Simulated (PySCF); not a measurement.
**Zn: excitation energy**

Zn [Ar] 3d10 4s2 (1S) → Zn [Ar] 3d10 4s1 5s1 (3S), as a difference of total energies. Calculation: PySCF 2.14, in x2c-TZVPPall with one added diffuse shell each of s, p, d, f type (7s6p5d3f1g, 80 functions); scalar relativity by spin-free X2C-1e. Correlated levels: valence and next inner shell: [Ne] frozen. The calculations carry no spin-orbit coupling.

Task: Order these methods by the excitation energy they give, lowest first.
A. UHF
B. MP2 (valence and next inner shell)
C. CCSD (valence and next inner shell)
D. SCS-MP2 (valence and next inner shell)

Result: A (42375 cm⁻¹), C (52477 cm⁻¹), B (52870 cm⁻¹), D (53225 cm⁻¹).

Errors of the correlated levels include the incompleteness of this basis and the frozen core.

For comparison: 53672 cm⁻¹ (measured; NIST levels).
